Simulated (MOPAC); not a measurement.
MOPAC input (PM3):

```
PM3 1SCF CHARGE=-1 GEO-OK AUX(PRECISION=9) THREADS=1
C2H5GeO2

C     2.69632600 1    0.26520300 1   -0.05900100 1
C     1.36091900 1    0.01069500 1   -0.07398100 1
O     0.73475700 1   -1.07213000 1   -0.42679000 1
O     0.44736900 1    0.96162800 1    0.31953600 1
Ge   -1.09693300 1   -0.03594900 1    0.04982200 1
H     3.39216700 1   -0.49866400 1   -0.37293400 1
H     3.06621800 1    1.22645800 1    0.26483100 1
H    -1.48024800 1   -1.17765700 1    1.03339200 1
H    -1.61878800 1   -0.30813700 1   -1.38941900 1
H    -2.05796200 1    1.13700900 1    0.52573700 1
```

Output:

```
 *******************************************************************************
 **                                                                           **
 **                              MOPAC v23.2.5                                **
 **                                                                           **
 *******************************************************************************
 ** MOPAC's Digital Object Identifier: https://doi.org/10.5281/zenodo.6511958 **
 **                                                                           **
 ** Please cite the open-source release paper for use of this MOPAC version:  **
 ** J. E. Moussa and J. J. P. Stewart (2026)                                  **
 ** MOPAC: An open-source semiempirical molecular orbital program             **
 ** J. Open Source Softw., 11(119), 8025, https://doi.org/10.21105/joss.08025 **
 *******************************************************************************

                              PM3 CALCULATION RESULTS

 *******************************************************************************
 *  PM3        - The PM3 Hamiltonian to be used
 *  GEO-OK     - OVERRIDE INTERATOMIC DISTANCE AND OTHER SAFETY CHECKS
 *
 *
 *
 *                 CHARGE ON SYSTEM = -1
 *
 *
 *
 *  1SCF       - DO 1 SCF AND THEN STOP
 *  AUX        - OUTPUT AUXILIARY INFORMATION
 *******************************************************************************
PM3 1SCF CHARGE=-1 GEO-OK AUX(PRECISION=9) THREADS=1
 C2H5GeO2

   ATOM   CHEMICAL          X               Y               Z
  NUMBER   SYMBOL      (ANGSTROMS)     (ANGSTROMS)     (ANGSTROMS)

     1       C          2.69632600  *   0.26520300  *  -0.05900100  *
     2       C          1.36091900  *   0.01069500  *  -0.07398100  *
     3       O          0.73475700  *  -1.07213000  *  -0.42679000  *
     4       O          0.44736900  *   0.96162800  *   0.31953600  *
     5      Ge         -1.09693300  *  -0.03594900  *   0.04982200  *
     6       H          3.39216700  *  -0.49866400  *  -0.37293400  *
     7       H          3.06621800  *   1.22645800  *   0.26483100  *
     8       H         -1.48024800  *  -1.17765700  *   1.03339200  *
     9       H         -1.61878800  *  -0.30813700  *  -1.38941900  *
    10       H         -2.05796200  *   1.13700900  *   0.52573700  *

          CARTESIAN COORDINATES

    NO.       ATOM           X           Y           Z

     1         C          2.6963      0.2652     -0.0590
     2         C          1.3609      0.0107     -0.0740
     3         O          0.7348     -1.0721     -0.4268
     4         O          0.4474      0.9616      0.3195
     5        Ge         -1.0969     -0.0359      0.0498
     6         H          3.3922     -0.4987     -0.3729
     7         H          3.0662      1.2265      0.2648
     8         H         -1.4802     -1.1777      1.0334
     9         H         -1.6188     -0.3081     -1.3894
    10         H         -2.0580      1.1370      0.5257

  H: (PM3): J. J. P. STEWART, J. COMP. CHEM. 10, 209 (1989).
  C: (PM3): J. J. P. STEWART, J. COMP. CHEM. 10, 209 (1989).
  O: (PM3): J. J. P. STEWART, J. COMP. CHEM. 10, 209 (1989).
 Ge: (PM3): J. J. P. STEWART, J. COMP. CHEM. 12, 320-341 (1991).

           Empirical Formula: C2 H5 O2 Ge  =    10 atoms

      MOLECULAR POINT GROUP   :   Cs

      RHF CALCULATION, NO. OF DOUBLY OCCUPIED LEVELS = 15

 -------------------------------------------------------------------------------
 PM3 1SCF CHARGE=-1 GEO-OK AUX(PRECISION=9) THREADS=1
 C2H5GeO2

     1SCF WAS SPECIFIED, SO BFGS WAS NOT USED
     SCF FIELD WAS ACHIEVED

                              PM3 CALCULATION
                                                       MOPAC v23.2.5 Linux

          FINAL HEAT OF FORMATION =        -85.82704 KCAL/MOL =    -359.10033 KJ/MOL

          COSMO AREA              =        125.04 SQUARE ANGSTROMS
          COSMO VOLUME            =        114.22 CUBIC ANGSTROMS

          IONIZATION POTENTIAL    =          2.892181 EV
          HOMO LUMO ENERGIES (EV) =         -2.892  4.815
          NO. OF FILLED LEVELS    =         15
          MOLECULAR WEIGHT        =        133.6503         POINT GROUP:  Cs

          MOLECULAR DIMENSIONS (Angstroms)

            Atom       Atom       Distance
            H    10    H     6     5.76081
            H     7    H     9     3.61441
            H     8    H     9     2.40836

          SCF CALCULATIONS        =          1

   ATOM   CHEMICAL          X               Y               Z
  NUMBER   SYMBOL      (ANGSTROMS)     (ANGSTROMS)     (ANGSTROMS)

     1       C          2.69632600  *   0.26520300  *  -0.05900100  *
     2       C          1.36091900  *   0.01069500  *  -0.07398100  *
     3       O          0.73475700  *  -1.07213000  *  -0.42679000  *
     4       O          0.44736900  *   0.96162800  *   0.31953600  *
     5      Ge         -1.09693300  *  -0.03594900  *   0.04982200  *
     6       H          3.39216700  *  -0.49866400  *  -0.37293400  *
     7       H          3.06621800  *   1.22645800  *   0.26483100  *
     8       H         -1.48024800  *  -1.17765700  *   1.03339200  *
     9       H         -1.61878800  *  -0.30813700  *  -1.38941900  *
    10       H         -2.05796200  *   1.13700900  *   0.52573700  *

                             CARTESIAN COORDINATES

   1    C        2.696326000     0.265203000    -0.059001000
   2    C        1.360919000     0.010695000    -0.073981000
   3    O        0.734757000    -1.072130000    -0.426790000
   4    O        0.447369000     0.961628000     0.319536000
   5   Ge       -1.096933000    -0.035949000     0.049822000
   6    H        3.392167000    -0.498664000    -0.372934000
   7    H        3.066218000     1.226458000     0.264831000
   8    H       -1.480248000    -1.177657000     1.033392000
   9    H       -1.618788000    -0.308137000    -1.389419000
  10    H       -2.057962000     1.137009000     0.525737000

           Empirical Formula: C2 H5 O2 Ge  =    10 atoms

      MOLECULAR POINT GROUP   :   Cs

                  EIGENVALUES
 -32.62977 -27.62730 -23.36969 -14.06529 -12.08908 -11.63551 -10.55784 -10.18552
  -8.25609  -7.62855  -7.16028  -6.73631  -6.01612  -4.50063  -2.89218   4.81484
   4.98425   5.12601   7.60931   7.64066   9.28155   9.97903  10.20859  11.90980
  12.79071

              NET ATOMIC CHARGES AND DIPOLE CONTRIBUTIONS

  ATOM NO.   TYPE          CHARGE      No. of ELECS.   s-Pop       p-Pop
    1          C          -0.601024        4.6010     1.17106     3.42996
    2          C           0.343187        3.6568     1.15092     2.50590
    3          O          -0.542524        6.5425     1.87587     4.66665
    4          O          -0.442026        6.4420     1.85450     4.58753
    5         Ge           0.408889        3.5911     0.71366     2.87745
    6          H           0.085449        0.9146     0.91455
    7          H           0.086139        0.9139     0.91386
    8          H          -0.084508        1.0845     1.08451
    9          H          -0.084508        1.0845     1.08451
   10          H          -0.169072        1.1691     1.16907
 DIPOLE           X         Y         Z       TOTAL
 POINT-CHG.    -5.353    -0.108     0.267     5.361
 HYBRID         0.203     0.064     0.011     0.213
 SUM           -5.150    -0.045     0.279     5.158

          ATOMIC ORBITAL ELECTRON POPULATIONS

     Atom    s        px        py        pz
    1  C   1.17106   0.94824   1.05739   1.42433
    2  C   1.15092   0.87927   0.81933   0.80730
    3  O   1.87587   1.51160   1.39954   1.75551
    4  O   1.85450   1.25547   1.51032   1.82173
    5 Ge   0.71366   0.87997   0.96234   1.03514
    6  H   0.91455
    7  H   0.91386
    8  H   1.08451
    9  H   1.08451
   10  H   1.16907

 **********************
 *                    *
 * JOB ENDED NORMALLY *
 *                    *
 **********************

 == MOPAC DONE ==
```

The dipole moment of an ion depends on the origin.

The geometry given is a B3LYP-D3(BJ)/def2-TZVP minimum.
